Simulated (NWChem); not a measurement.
Program: NWChem. System: H$_{2}$Cl$_{3}$NTi, charge 0, spin multiplicity 1, displaced from the optimised geometry. The structure started from a generated list of species. Level: BLYP/def2-SVP.

Input file:

```
start mol
memory heap 200 mb stack 900 mb global 1100 mb
geometry units angstroms nocenter noautoz noautosym
  Ti    -0.090564    -0.177348    -0.022290
  Cl     1.901279    -0.531070    -0.966951
  Cl     0.021419     0.276483     2.169616
  Cl    -1.210011     1.479004    -1.046857
  N     -1.056333    -1.769570    -0.224349
  H     -0.763838    -2.561592    -0.832516
  H     -1.965099    -1.964860     0.244597
end
basis spherical
  * library def2-svp
end
dft
  xc becke88 lyp
  semidirect memsize 60000000 filesize 0
  iterations 100
  tolerances tight
end
task dft gradient
```

Part of the output:

```
             Northwest Computational Chemistry Package (NWChem) 7.3.0
             --------------------------------------------------------

                                NWChem Input Module
                                -------------------

 Scaling coordinates for geometry "geometry" by  1.889725989
 (inverse scale =  0.529177249)

                             Geometry "geometry" -> ""
                             -------------------------

 Output coordinates in angstroms (scale by  1.889725989 to convert to a.u.)

  No.       Tag          Charge          X              Y              Z
 ---- ---------------- ---------- -------------- -------------- --------------
    1 Ti                  22.0000    -0.09056400    -0.17734800    -0.02229000
    2 Cl                  17.0000     1.90127900    -0.53107000    -0.96695100
    3 Cl                  17.0000     0.02141900     0.27648300     2.16961600
    4 Cl                  17.0000    -1.21001100     1.47900400    -1.04685700
    5 N                    7.0000    -1.05633300    -1.76957000    -0.22434900
    6 H                    1.0000    -0.76383800    -2.56159200    -0.83251600
    7 H                    1.0000    -1.96509900    -1.96486000     0.24459700

 Effective nuclear repulsion energy (a.u.)     519.8274415421

            Nuclear Dipole moment (a.u.)
            ----------------------------
        X                 Y               Z
 ---------------- ---------------- ----------------
     0.0000056692    -0.0000170075    -0.0000113384


 Summary of "ao basis" -> "" (spherical)
 ------------------------------------------------------------------------------
       Tag                 Description            Shells   Functions and Types
 ---------------- ------------------------------  ------  ---------------------
 *                          def2-svp                  on all atoms

                                 NWChem DFT Module
                                 -----------------

 Summary of "ao basis" -> "ao basis" (spherical)
 ------------------------------------------------------------------------------
       Tag                 Description            Shells   Functions and Types
 ---------------- ------------------------------  ------  ---------------------
 Ti                         def2-svp                11       31   5s3p2d1f
 Cl                         def2-svp                 8       18   4s3p1d
 N                          def2-svp                 6       14   3s2p1d
 H                          def2-svp                 3        5   2s1p

 Summary of "ao basis" -> "ao basis" (spherical)
 ------------------------------------------------------------------------------
       Tag                 Description            Shells   Functions and Types
 ---------------- ------------------------------  ------  ---------------------
 Ti                         def2-svp                11       31   5s3p2d1f
 Cl                         def2-svp                 8       18   4s3p1d
 N                          def2-svp                 6       14   3s2p1d
 H                          def2-svp                 3        5   2s1p

            General Information
            -------------------
          SCF calculation type: DFT
          Wavefunction type:  closed shell.
          No. of atoms     :     7
          No. of electrons :    82
           Alpha electrons :    41
            Beta electrons :    41
          Charge           :     0
          Spin multiplicity:     1
          Use of symmetry is: off; symmetry adaption is: off
          Maximum number of iterations: 100
          AO basis - number of functions:   109
                     number of shells:    47
          Convergence on energy requested:  1.00D-06
          Convergence on density requested:  1.00D-05
          Convergence on gradient requested:  5.00D-04

              XC Information
              --------------
                    Becke 1988 Exchange Functional  1.000
              Lee-Yang-Parr Correlation Functional  1.000

             Grid Information
             ----------------
          Grid used for XC integration:  medium
          Radial quadrature: Mura-Knowles
          Angular quadrature: Lebedev.
          Tag              B.-S. Rad. Rad. Pts. Rad. Cut. Ang. Pts.
          ---              ---------- --------- --------- ---------
          Ti                  1.40      112          10.0       590
          Cl                  1.00       88          11.0       590
          N                   0.65       49           9.0       434
          H                   0.35       45          11.0       434
          Grid pruning is: on
          Number of quadrature shells:   515
          Spatial weights used:  Erf1

          Convergence Information
          -----------------------
          Convergence aids based upon iterative change in
          total energy or number of iterations.
          Levelshifting, if invoked, occurs when the
          HOMO/LUMO gap drops below (HL_TOL):  1.00D-02
          DIIS, if invoked, will attempt to extrapolate
          using up to (NFOCK): 10 stored Fock matrices.

                    Damping( 0%)  Levelshifting(0.5)       DIIS
                  --------------- ------------------- ---------------
          dE  on:    start            ASAP                start
          dE off:    2 iters        100 iters           100 iters

      Screening Tolerance Information
      -------------------------------
          Density screening/tol_rho:  1.00D-10
          AO Gaussian exp screening on grid/accAOfunc:  14
          CD Gaussian exp screening on grid/accCDfunc:  20
[...]
 d= 0,ls=0.5,diis    26  -2285.6883286858 -2.42D-04  7.35D-05  1.39D-03    26.6
 d= 0,ls=0.5,diis    27  -2285.6884399609 -1.11D-04  5.56D-05  7.30D-04    27.5
 d= 0,ls=0.5,diis    28  -2285.6884994587 -5.95D-05  4.26D-05  3.91D-04    28.4
 d= 0,ls=0.5,diis    29  -2285.6885315542 -3.21D-05  3.29D-05  2.14D-04    29.2
 d= 0,ls=0.5,diis    30  -2285.6885497218 -1.82D-05  2.53D-05  1.16D-04    30.1
 d= 0,ls=0.5,diis    31  -2285.6885597199 -1.00D-05  1.97D-05  6.37D-05    31.0
 d= 0,ls=0.5,diis    32  -2285.6885653500 -5.63D-06  1.55D-05  3.56D-05    31.9
 d= 0,ls=0.5,diis    33  -2285.6885686075 -3.26D-06  1.21D-05  1.99D-05    32.8
 d= 0,ls=0.5,diis    34  -2285.6885704827 -1.88D-06  9.54D-06  1.12D-05    33.7
 d= 0,ls=0.5,diis    35  -2285.6885715816 -1.10D-06  7.58D-06  6.26D-06    34.6
 d= 0,ls=0.5,diis    36  -2285.6885722401 -6.58D-07  6.00D-06  3.41D-06    35.4

         Total DFT energy =    -2285.688572624490
      One electron energy =    -4182.642989842853
           Coulomb energy =     1511.584011196308
    Exchange-Corr. energy =     -134.457035520069
 Nuclear repulsion energy =      519.827441542124

 Numeric. integr. density =       81.999997553794

     Total iterative time =     35.4s

                       DFT Final Molecular Orbital Analysis
                       ------------------------------------

 Vector   39  Occ=2.000000D+00  E=-2.796104D-01
              MO Center=  2.1D-02,  3.8D-01,  4.0D-01, r^2= 5.3D+00
   Bfn.  Coefficient  Atom+Function         Bfn.  Coefficient  Atom+Function
  ----- ------------  ---------------      ----- ------------  ---------------
    60      0.377989  3 Cl px                57      0.289652  3 Cl px
    78      0.280018  4 Cl px                43     -0.250013  2 Cl py
    75      0.213052  4 Cl px                40     -0.184225  2 Cl py
    54      0.168482  3 Cl px                79      0.168212  4 Cl py
    61      0.156932  3 Cl py                42     -0.149389  2 Cl px

 Vector   40  Occ=2.000000D+00  E=-2.654368D-01
              MO Center= -1.9D-01,  6.7D-01,  1.5D-02, r^2= 5.3D+00
   Bfn.  Coefficient  Atom+Function         Bfn.  Coefficient  Atom+Function
  ----- ------------  ---------------      ----- ------------  ---------------
    80      0.379338  4 Cl pz                60      0.295414  3 Cl px
    77      0.285421  4 Cl pz                44     -0.251424  2 Cl pz
    61     -0.227617  3 Cl py                57      0.221412  3 Cl px
    78     -0.220658  4 Cl px                41     -0.188182  2 Cl pz
    58     -0.172927  3 Cl py                75     -0.166795  4 Cl px

 Vector   41  Occ=2.000000D+00  E=-2.439857D-01
              MO Center= -8.7D-01, -6.8D-01, -1.0D-01, r^2= 4.0D+00
   Bfn.  Coefficient  Atom+Function         Bfn.  Coefficient  Atom+Function
  ----- ------------  ---------------      ----- ------------  ---------------
    91      0.358965  5 N  pz                94     -0.283863  5 N  pz
    78      0.230070  4 Cl px                89      0.229242  5 N  px
    61     -0.217125  3 Cl py                79      0.187759  4 Cl py
    90     -0.186552  5 N  py                92     -0.179414  5 N  px
    75      0.174539  4 Cl px                58     -0.160390  3 Cl py

 Vector   42  Occ=0.000000D+00  E=-1.457023D-01
              MO Center= -3.6D-02, -2.0D-01, -3.2D-02, r^2= 1.8D+00
   Bfn.  Coefficient  Atom+Function         Bfn.  Coefficient  Atom+Function
  ----- ------------  ---------------      ----- ------------  ---------------
    16      0.532729  1 Ti d -1              15     -0.389916  1 Ti d -2
    19     -0.381019  1 Ti d  2              21      0.226559  1 Ti d -1
    43      0.189996  2 Cl py                20     -0.165350  1 Ti d -2
    24     -0.159634  1 Ti d  2              61     -0.151151  3 Cl py
    80     -0.133811  4 Cl pz                40      0.129266  2 Cl py

 Vector   43  Occ=0.000000D+00  E=-1.320304D-01
              MO Center=  2.4D-02, -1.7D-01, -1.7D-02, r^2= 2.0D+00
   Bfn.  Coefficient  Atom+Function         Bfn.  Coefficient  Atom+Function
  ----- ------------  ---------------      ----- ------------  ---------------
    18      0.595549  1 Ti d  1              17      0.321499  1 Ti d  0
    19     -0.302483  1 Ti d  2              23      0.251231  1 Ti d  1
    44      0.184673  2 Cl pz                60      0.176593  3 Cl px
    22      0.134064  1 Ti d  0              24     -0.129163  1 Ti d  2
    79     -0.129055  4 Cl py                15      0.128124  1 Ti d -2

 Vector   44  Occ=0.000000D+00  E=-1.197655D-01
              MO Center= -6.3D-02, -9.0D-02, -1.3D-02, r^2= 2.2D+00
   Bfn.  Coefficient  Atom+Function         Bfn.  Coefficient  Atom+Function
  ----- ------------  ---------------      ----- ------------  ---------------
    18     -0.452793  1 Ti d  1              17      0.450088  1 Ti d  0
    19     -0.360393  1 Ti d  2              42     -0.194491  2 Cl px
    23     -0.186417  1 Ti d  1              22      0.184404  1 Ti d  0
    24     -0.148129  1 Ti d  2              62      0.147576  3 Cl pz
    44      0.146132  2 Cl pz                78     -0.136900  4 Cl px

 center of mass
 --------------
 x =   0.03644635 y =   0.06031767 z =   0.00781549

 moments of inertia (a.u.)
 ------------------
        1363.306762190170         232.148295272104          52.899695867636
         232.148295272104        1553.951273133840          27.943905883171
          52.899695867636          27.943905883171        1223.798615955135

     Multipole analysis of the density
     ---------------------------------

     L   x y z        total         alpha         beta         nuclear
     -   - - -        -----         -----         ----         -------
     0   0 0 0     -0.000000    -41.000000    -41.000000     82.000000

     1   1 0 0     -0.534780     -0.267393     -0.267393      0.000006
     1   0 1 0     -1.090712     -0.545347     -0.545347     -0.000017
     1   0 0 1     -0.146868     -0.073428     -0.073428     -0.000011

     2   2 0 0    -44.283487   -198.529076   -198.529076    352.774665
     2   1 1 0      3.592541     52.205238     52.205238   -100.817936
     2   1 0 1     -0.492728     12.378989     12.378989    -25.250706
     2   0 2 0    -41.339476   -156.932362   -156.932362    272.525247
     2   0 1 1      1.379930      5.824767      5.824767    -10.269603
     2   0 0 2    -47.071830   -230.058607   -230.058607    413.045383

            General Information
            -------------------
          SCF calculation type: DFT
          Wavefunction type:  closed shell.
          No. of atoms     :     7
          No. of electrons :    82
           Alpha electrons :    41
            Beta electrons :    41
          Charge           :     0
          Spin multiplicity:     1
          Use of symmetry is: off; symmetry adaption is: off
          Maximum number of iterations: 100
          AO basis - number of functions:   109
                     number of shells:    47
          Convergence on energy requested:  1.00D-06
          Convergence on density requested:  1.00D-05
          Convergence on gradient requested:  5.00D-04

              XC Information
              --------------
                    Becke 1988 Exchange Functional  1.000
              Lee-Yang-Parr Correlation Functional  1.000

             Grid Information
             ----------------
          Grid used for XC integration:  medium
          Radial quadrature: Mura-Knowles
          Angular quadrature: Lebedev.
          Tag              B.-S. Rad. Rad. Pts. Rad. Cut. Ang. Pts.
          ---              ---------- --------- --------- ---------
          Ti                  1.40      112          10.0       590
          Cl                  1.00       88          11.0       590
          N                   0.65       49           9.0       434
          H                   0.35       45          11.0       434
          Grid pruning is: on
          Number of quadrature shells:   515
          Spatial weights used:  Erf1

          Convergence Information
          -----------------------
          Convergence aids based upon iterative change in
          total energy or number of iterations.
          Levelshifting, if invoked, occurs when the
          HOMO/LUMO gap drops below (HL_TOL):  1.00D-02
          DIIS, if invoked, will attempt to extrapolate
          using up to (NFOCK): 10 stored Fock matrices.

                    Damping( 0%)  Levelshifting(0.5)       DIIS
                  --------------- ------------------- ---------------
          dE  on:    start            ASAP                start
          dE off:    2 iters        100 iters           100 iters

      Screening Tolerance Information
      -------------------------------
          Density screening/tol_rho:  1.00D-10
          AO Gaussian exp screening on grid/accAOfunc:  14
          CD Gaussian exp screening on grid/accCDfunc:  20
          XC Gaussian exp screening on grid/accXCfunc:  20
          Schwarz screening/accCoul:  1.00D-08

                            NWChem DFT Gradient Module
                            --------------------------

  charge          =   0.00
  wavefunction    = closed shell

                         DFT ENERGY GRADIENTS

    atom               coordinates                        gradient
                 x          y          z           x          y          z
   1 Ti     -0.171141  -0.335139  -0.042122   -0.000331   0.000022   0.000117
   2 Cl      3.592896  -1.003577  -1.827272    0.006555  -0.001183  -0.003086
   3 Cl      0.040476   0.522477   4.099980    0.000471   0.001437   0.007011
   4 Cl     -2.286589   2.794912  -1.978273   -0.003466   0.005172  -0.003242
   5 N      -1.996180  -3.344002  -0.423958    0.001763   0.002889   0.000226
   6 H      -1.443445  -4.840707  -1.573227    0.003467  -0.007156  -0.005832
   7 H      -3.713499  -3.713047   0.462221   -0.008460  -0.001181   0.004805

                 ----------------------------------------
                 |  Time  |  1-e(secs)   |  2-e(secs)   |
                 ----------------------------------------
                 |  CPU   |       0.02   |       8.29   |
                 ----------------------------------------
                 |  WALL  |       0.02   |       8.29   |
                 ----------------------------------------

 Task  times  cpu:       46.0s     wall:       46.0s

 Total times  cpu:       46.0s     wall:       46.0s
```
